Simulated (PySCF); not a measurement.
C4H7FSi, SMILES C=C=C(F)[SiH2]C. Geometry optimised at r2SCAN-D4/def2-SVP. The structure was generated by enumeration, and PubChem lists no compound with its InChIKey, so it may never have been made. The values are those of a single conformer.

Computed equilibrium geometry at r2SCAN-D4/def2-SVP (PySCF confirms it by a frequency run) as bond lengths and angles (one conformer of several):
Atoms: C1 C2 C3 F4 Si5 C6 H7 H8 H9 H10 H11 H12 H13. Bond lengths (Å): C1–C2 1.311, C1–H7 1.098, C1–H8 1.098, C2–C3 1.316, C3–F4 1.368, C3–Si5 1.885, Si5–C6 1.875, Si5–H9 1.492, Si5–H10 1.495, C6–H11 1.101, C6–H12 1.102, C6–H13 1.101. Angles (°): C2–C1–H7 121.5, C2–C1–H8 121.5, H7–C1–H8 117.0, C1–C2–C3 176.1, C2–C3–F4 120.6, C2–C3–Si5 126.1, F4–C3–Si5 113.3, C3–Si5–C6 108.9, C3–Si5–H9 107.7, C3–Si5–H10 108.2, C6–Si5–H9 112.6, C6–Si5–H10 109.9, H9–Si5–H10 109.4, Si5–C6–H11 111.1, Si5–C6–H12 109.8, Si5–C6–H13 111.4, H11–C6–H12 108.0, H11–C6–H13 108.4, H12–C6–H13 108.2.
